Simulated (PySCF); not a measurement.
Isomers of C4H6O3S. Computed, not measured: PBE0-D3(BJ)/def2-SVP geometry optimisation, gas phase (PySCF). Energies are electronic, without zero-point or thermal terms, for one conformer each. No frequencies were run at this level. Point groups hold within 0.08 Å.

Task: Rank from lowest to highest electronic energy at this level (kcal/mol).
A. `[O:1]=[S:2](=[O:3])([OH:4])[C@@H:5]1[CH:6]=[CH:7][CH2:8]1` with O1–S2–O4–H -4°, O1–S2–C5–C6 -80°
B. `[CH2:1]=[CH:2][C:3](=[CH2:4])[S:5](=[O:6])(=[O:7])[OH:8]` with C1–C2–C3–C4 178°, C2–C3–S5–O6 -176°, C3–S5–O8–H -89°

Result: B (0.0), A (2.5).

As drawn, the higher has a four-membered ring, which the lower lacks. Neighbours under 2.5 kcal/mol apart (C=CC(=C)S(=O)(=O)O and O=S(=O)(O)[C@@H]1C=CC1) can change places with a better method, another conformer or zero-point energy.

```csv
SMILES,E (Eh),E rel (kcal/mol),dipole (D),point group,"A, B, C (MHz)"
C=CC(=C)S(=O)(=O)O,-778.82585,0.0,4.18,C1,"2536, 1749, 1315"
O=S(=O)(O)[C@@H]1C=CC1,-778.82187,2.5,3.77,C1,"3472, 1438, 1326"
```

Task: As an exercise, what shares would exp(−E/RT) give at 2000 K from these electronic energies alone (no entropy, no degeneracies)?

Result: RT = 3.974 kcal/mol: C=CC(=C)S(=O)(=O)O 65.2 %, O=S(=O)(O)[C@@H]1C=CC1 34.8 %.
